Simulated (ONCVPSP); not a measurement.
**Transferability test, ONCV potential for nitrogen**

- Element: N (Z = 7)
- Generator: ONCVPSP 4.0.1
- Type: optimised norm-conserving Vanderbilt (ONCV)
- Functional: LDA (Perdew-Zunger)
- Relativity: scalar-relativistic
- Frozen core: [He]
- Valence charge: 5
- Reference configuration: 2s2 2p2.75 (charge +0.25)
- Partial waves: 2s: rc 1.00 bohr, ncon 4, nbas 9, qcut 5.1 1/bohr, 2 projectors, debl 2.1 Ha; 2p: rc 2.05 bohr, ncon 4, nbas 8, qcut 6.2 1/bohr, 2 projectors, debl 2.5 Ha; d scattering state at 0.1 Ha: rc 1.85 bohr, ncon 5, nbas 8, qcut 5.6 1/bohr, 2 projectors, debl 3.1 Ha
- Local potential: polynomial inside 0.80 bohr (lpopt 4, dvloc0 4 Ha)
- Core correction: Teter function fitted to the true core (icmod 2), fcfact 0.2

Energies are relative to the spin-unpolarised reference configuration 2s2 2p2.75; without spin polarisation the order of configurations can differ from experiment.

```tsv
valence configuration	charge	ΔE all-electron (eV)	error AE − PS (meV)
2s2 2p3	0	-2.187	+2.7
2s2 2p2	+1	11.545	+54
2s2 2p1	+2	40.515	+531
2s1 2p3	+1	22.998	-69
```

Levels in the configuration 2s1 2p3:

```json
{"level": "2s", "all-electron (eV)": "-32.362", "pseudo (eV)": "-32.529"}
{"level": "2p", "all-electron (eV)": "-20.889", "pseudo (eV)": "-20.946"}
```
